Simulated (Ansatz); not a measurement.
Species: C6H11, charge 0, multiplicity 2. It need not be the lowest isomer of its formula. SMILES: C/C([CH2])=C\CC
Geometry from a B3LYP-D3(BJ)/def2-TZVP (Ansatz, a first-principles code) optimisation:
```
C
H 1 1.0862
C 1 1.3923 2 117.20
C 3 1.3806 1 120.76 2 -0.97
H 4 1.0811 3 121.57 1 179.97
H 4 1.0822 5 117.49 3 -179.92
C 1 1.4910 2 116.35 3 177.53
H 7 1.0910 1 110.80 2 168.12
H 7 1.0961 8 106.43 1 118.72
C 3 1.5126 4 119.04 5 -0.08
H 10 1.0891 3 110.81 4 2.42
H 10 1.0919 11 107.94 3 -122.28
H 10 1.0921 11 107.89 12 -115.59
C 7 1.5381 8 109.26 9 116.77
H 14 1.0913 7 110.78 8 61.63
H 14 1.0917 15 107.69 7 -121.45
H 14 1.0920 15 108.32 16 -116.64
```
Charge 0, spin multiplicity 2.

Property: atomisation energy (electronic, to ground-state atoms), in kJ/mol. Valence correlation only, unless marked. Open shells are spin-unrestricted. Spin-orbit coupling is left out. No relativistic terms. The coupled-cluster limit lacks core correlation, which all-electron functionals hold. CBS marks a two-point X^-3 extrapolation of the correlation energy; Hartree-Fock from the larger set. The bracket is a focal-point correction in the basis named.

| level | program | atomisation energy (kJ/mol) |
|---|---|---|
| HF/6-31G | Ansatz | 5093.0 |

Task: What does RI-MP2/CBS(cc-pVTZ,cc-pVQZ)+[CCSD(T)-MP2]/cc-pVTZ (Ansatz) give?

Result: 6906.1 kJ/mol
